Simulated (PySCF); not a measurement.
**Exercise with solution: oscillator strength and radiative lifetime**

C4H6BFO, SMILES O=C1CCCB1F.

Geometry optimised at B3LYP-D3(BJ)/def2-SVP. This is a generated structure with no PubChem entry under its InChIKey; it may be hypothetical. Other conformers were not sampled.

PySCF 2.14.0 with TDA-PBE0/def2-SVPD puts the first singlet state with f over 0.02 at 6.26 eV (vertical), with the transition dipole (-0.318, -0.448, 0.002) in atomic units.

Task: Find the oscillator strength, the wavelength and the radiative lifetime that this transition would have in vacuum if emission retraced absorption.

Result: 
|μ|² = 0.3018 au, so |μ| = 1.40 D. ΔE = 6.26/27.211 = 0.2301 hartree. f = (2/3) ΔE |μ|² = 0.046 (the program prints 0.046).
λ = 1239.84/6.26 = 198 nm; ν = 50490 cm⁻¹.
Einstein's coefficient A = 0.6670 ν² f s⁻¹ (ν in cm⁻¹) = 7.9e7 s⁻¹, so τ = 1/A = 13 ns. This state is S4; the lower singlets have f = 0.000, 0.002, 0.001. The figure is the radiative limit of this one transition; relaxation, internal conversion, crossing to triplets and a medium change what is measured.
